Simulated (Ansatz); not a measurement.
C₂H₇FSi₂ (`F[SiH2]/C=C/[SiH3]`). Charge 0, multiplicity 1.

```xyz
12

F     1.485    1.773    1.698
Si    0.237    2.145    0.765
C    -0.315    0.604   -0.101
C     0.277   -0.582    0.075
Si   -0.263   -2.145   -0.786
H    -0.834    2.697    1.632
H     0.679    3.183   -0.199
H    -1.162    0.672   -0.785
H     1.123   -0.637    0.762
H     0.849   -2.699   -1.605
H    -1.421   -1.831   -1.664
H    -0.656   -3.179    0.208
```

(1) What are the harmonic wavenumbers in cm⁻¹ at PBE0-D4/def2-TZVP (Ansatz, finite differences of forces, unscaled)? (Estimate.)

(2) Is this a minimum?

(3) Give the ideal-gas thermochemistry at 298.15 K and 1 bar (rigid rotor, harmonic oscillator; point group Cs, symmetry number 1).

(4) Rotational constants (cm⁻¹)?

Results:

(1) Computed: 84, 108, 125, 156, 218, 379, 520, 587, 660, 715, 733, 774, 820, 860, 911, 935, 945, 952, 967, 1051, 1193, 1318, 1635, 2220, 2221, 2231, 2235, 2236, 3111, 3127.

(2) Yes, all 30 modes are real.

(3) Zero-point energy 203.5 kJ/mol; H(298) − E = 226.3 kJ/mol; entropy 362.9 J/(mol·K), of which translation 167.0, rotation 116.1, vibration 79.7; G(298) − E = 118.1 kJ/mol. Modes under 100 cm⁻¹ are hindered rotations or soft bends, so the harmonic entropy is rough.

(4) 0.3212, 0.03764, 0.0345.
